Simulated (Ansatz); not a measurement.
A first, cheap relaxation of `C=C[SiH]([SiH3])[SiH3]`.

```yaml
crystal:
  periodic: [false, false, false]
  atoms:
    - {symbol: C, position_ang: [-0.735800, 0.004700, 2.660500]}
    - {symbol: C, position_ang: [-0.706200, -0.385100, 1.382600]}
    - {symbol: Si, position_ang: [0.243100, 0.413900, 0.030300]}
    - {symbol: Si, position_ang: [1.874100, -1.054600, -0.857500]}
    - {symbol: Si, position_ang: [-1.069400, 0.973100, -1.755400]}
    - {symbol: H, position_ang: [-1.389000, -0.468500, 3.376000]}
    - {symbol: H, position_ang: [-0.234700, 0.937700, 3.004800]}
    - {symbol: H, position_ang: [-1.209200, -1.257900, 1.082200]}
    - {symbol: H, position_ang: [0.973200, 1.635800, 0.626000]}
    - {symbol: H, position_ang: [2.558300, -0.422900, -1.938700]}
    - {symbol: H, position_ang: [1.088300, -2.262700, -1.367000]}
    - {symbol: H, position_ang: [2.789600, -1.504900, 0.197600]}
    - {symbol: H, position_ang: [-0.312100, 1.610900, -2.845700]}
    - {symbol: H, position_ang: [-1.782800, -0.217000, -2.249600]}
    - {symbol: H, position_ang: [-2.109200, 1.947000, -1.316800]}
basis:
  gaussian: {orbitals: def2-SVP}
hamiltonian: {xc: pbe, dispersion: d4}
relax: {f_tol: 0.03, max_steps: 200}
```

```sh
$ ansatz run in.yaml --threads 2 --pin off --events-out ev --progress --plain --max-ram 22528MiB --backend cpu
```

Output, abridged:

```
Functional definition: PBE
mean field -25843.95624353 eV, -949.7478742871 hartree, gradient 2.1e-5 eV, S^2 0.000000; 0 other end points of the search recorded, 0 dependent functions left out
relax step   1: F+E_penalty+E_count = -25844.34143569 eV  Δ(F+E_penalty+E_count) = +0.000e0 eV  max|allowed force component| = 1.750e0 eV/Å  Δτ_max = 0.0000 Å  (27 SCF iters, accepted)
mean field -25844.12172039 eV, -949.7539554496 hartree, gradient 6.6e-6 eV, S^2 0.000000; 0 other end points of the search recorded, 0 dependent functions left out
relax step   2: F+E_penalty+E_count = -25844.50076480 eV  Δ(F+E_penalty+E_count) = -1.593e-1 eV  max|allowed force component| = 9.932e-1 eV/Å  Δτ_max = 0.1477 Å  (30 SCF iters, accepted)
mean field -25844.25457372 eV, -949.7588377193 hartree, gradient 1.2e-5 eV, S^2 0.000000; 0 other end points of the search recorded, 0 dependent functions left out
relax step   3: F+E_penalty+E_count = -25844.63183260 eV  Δ(F+E_penalty+E_count) = -1.311e-1 eV  max|allowed force component| = 1.943e-1 eV/Å  Δτ_max = 0.1192 Å  (29 SCF iters, accepted)
mean field -25844.25597033 eV, -949.7588890438 hartree, gradient 1.4e-5 eV, S^2 0.000000; 0 other end points of the search recorded, 0 dependent functions left out
relax step   4: F+E_penalty+E_count = -25844.63314732 eV  Δ(F+E_penalty+E_count) = -1.315e-3 eV  max|allowed force component| = 9.939e-2 eV/Å  Δτ_max = 0.0345 Å  (31 SCF iters, accepted)
mean field -25844.25789511 eV, -949.7589597782 hartree, gradient 1.4e-5 eV, S^2 0.000000; 0 other end points of the search recorded, 0 dependent functions left out
relax step   5: F+E_penalty+E_count = -25844.63538224 eV  Δ(F+E_penalty+E_count) = -2.235e-3 eV  max|allowed force component| = 3.431e-2 eV/Å  Δτ_max = 0.0512 Å  (30 SCF iters, accepted)
mean field -25844.25884154 eV, -949.7589945587 hartree, gradient 1.4e-5 eV, S^2 0.000000; 0 other end points of the search recorded, 0 dependent functions left out
relax step   6: F+E_penalty+E_count = -25844.63617440 eV  Δ(F+E_penalty+E_count) = -7.922e-4 eV  max|allowed force component| = 1.381e-2 eV/Å  Δτ_max = 0.0174 Å  (30 SCF iters, accepted)
mean field -25844.25884154 eV, -949.7589945587 hartree, gradient 1.6e-5 eV, S^2 0.000000; 1 other end points of the search recorded, 0 dependent functions left out
Total energy: -25844.63622021 eV, -949.7728629692 hartree
Atom 0 at    -0.769618     0.029822     2.660708 Å, force    -0.003497    -0.006247    -0.013808 eV/Å
Atom 1 at    -0.719466    -0.414201     1.387912 Å, force     0.008167     0.006502     0.006629 eV/Å
Atom 2 at     0.276051     0.413144     0.021423 Å, force    -0.003203    -0.002364     0.000634 eV/Å
Atom 3 at     1.882414    -1.086073    -0.831534 Å, force    -0.000604    -0.000684     0.001500 eV/Å
Atom 4 at    -1.133361     1.039536    -1.760530 Å, force     0.002354     0.001552     0.002247 eV/Å
Atom 5 at    -1.361599    -0.487419     3.435714 Å, force    -0.003954     0.002542     0.004420 eV/Å
Atom 6 at    -0.220591     0.930797     2.985010 Å, force     0.000807     0.000402     0.007267 eV/Å
Atom 7 at    -1.292188    -1.323469     1.124183 Å, force    -0.001034    -0.004110    -0.002337 eV/Å
Atom 8 at     0.963817     1.632566     0.585374 Å, force     0.002330     0.001356    -0.005285 eV/Å
Atom 9 at     2.645371    -0.456800    -1.968129 Å, force    -0.000502    -0.000076     0.000551 eV/Å
Atom 10 at     1.185043    -2.316016    -1.353677 Å, force     0.001134     0.000081     0.000856 eV/Å
Atom 11 at     2.859904    -1.507963     0.233906 Å, force     0.001283     0.000187    -0.000914 eV/Å
Atom 12 at    -0.325922     1.634109    -2.884874 Å, force    -0.001527     0.000486    -0.002677 eV/Å
Atom 13 at    -1.844465    -0.182179    -2.283177 Å, force    -0.001532     0.000560    -0.000188 eV/Å
Atom 14 at    -2.167189     2.043646    -1.323011 Å, force    -0.000222    -0.000188     0.001105 eV/Å
Dipole moment:    -0.065567    -0.021586     0.165270 e Å
```

It took 14 s on 2 threads of an AMD EPYC 7R13 on a shared host, with 0.19 GiB of host memory at the peak.
